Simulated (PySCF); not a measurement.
CdI: from constants to spectrum

CAM-B3LYP constants of CdI, ²Σ⁺ (doublet), unpaired electrons σ ↑ (basis Cd def2-SVP with ECP28, I def2-SVP with ECP28; scalar-relativistic core potentials; PySCF 2.14; masses 113.9034 and 126.9045 u):

```
ωe              : 171.3 cm⁻¹
ωexe            : 0.634 cm⁻¹
Be              : 0.038392 cm⁻¹
αe              : 0.000153 cm⁻¹
D (centrifugal) : 7.71e-09 cm⁻¹
De to Cd + I    : 1.08 eV
```

(1) Give the vibrational terms G(v) and spacings up to v = 6.

(2) How well does the Morse estimate ωe²/(4ωexe) reproduce De, and what is D0?

These are scalar-relativistic numbers at best; spin–orbit coupling would shift them, the dissociation energy most. The state was picked by a PBE0 search and need not be the measured ground state.

## Answers

(1) G(v) = ωe(v+½) − ωexe(v+½)².

```tsv
v	G(v) (cm⁻¹)	G(v) − G(v−1)	Bv (cm⁻¹)
0	85.5		0.03832
1	255.5	170.0	0.03816
2	424.3	168.8	0.03801
3	591.8	167.5	0.03786
4	758.0	166.2	0.03770
5	923.0	165.0	0.03755
6	1086.7	163.7	0.03740
```

(2) It gives 1.43 eV, 133 % of the computed De. D0 = De − G(0) = 1.08 − 0.01 = 1.07 eV.
